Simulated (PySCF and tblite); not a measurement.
Results of a calculation; reference values are marked as such.
2,2-difluorocyclohexanone, C6H8F2O, numbered as in [O:1]=[C:2]1[CH2:3][CH2:4][CH2:5][CH2:6][C:7]1([F:8])[F:9].

Conformers came from 90 starts (ETKDG and KDG, MMFF94s, GFN2-xTB); geometries are PBE0-D3(BJ)/def2-SVP. Energies: B3LYP-D3(BJ)/def2-SVPD (IEF-PCM, chloroform), with GFN2-xTB thermal terms (modes under about 100 cm⁻¹ blended into free rotors). Symmetry numbers and mirror images are counted. Conformers within 3 kcal/mol (GFN2-xTB free energy) were kept, 8 at most. (PySCF 2.14, tblite 0.8.)

An NOE distance is ⟨r⁻⁶⟩^(−1/6) over all pairs of like atoms and, for the average, over conformers.

The 6-ring runs over atoms 2–3–4–5–6–7. Of a mirror pair one member is shown.

```tsv
conformer	shape	weight %
1	6-ring chair (F9 axial)	99.8
2	6-ring twist-boat (ring torsions 36, -64, 28, 30, -58, 22°)	0.2
```

(1) Which H–H contacts under 3.5 Å would NOEs report (pairs on one atom left out) at 298.15 K?

## Answers

(1) 
```json
{"pair": "H4 ··· H5", "in 1 (Å)": "2.58", "in 2 (Å)": "2.60", "average (Å)": "2.58"}
{"pair": "H3 ··· H4", "in 1 (Å)": "2.59", "in 2 (Å)": "2.56", "average (Å)": "2.59"}
{"pair": "H5 ··· H6", "in 1 (Å)": "2.59", "in 2 (Å)": "2.54", "average (Å)": "2.59"}
{"pair": "H4 ··· H6", "in 1 (Å)": "3.20", "in 2 (Å)": "3.44", "average (Å)": "3.20"}
{"pair": "H3 ··· H5", "in 1 (Å)": "3.21", "in 2 (Å)": "3.31", "average (Å)": "3.21"}
```

Longer pairs under the limit may be missing.
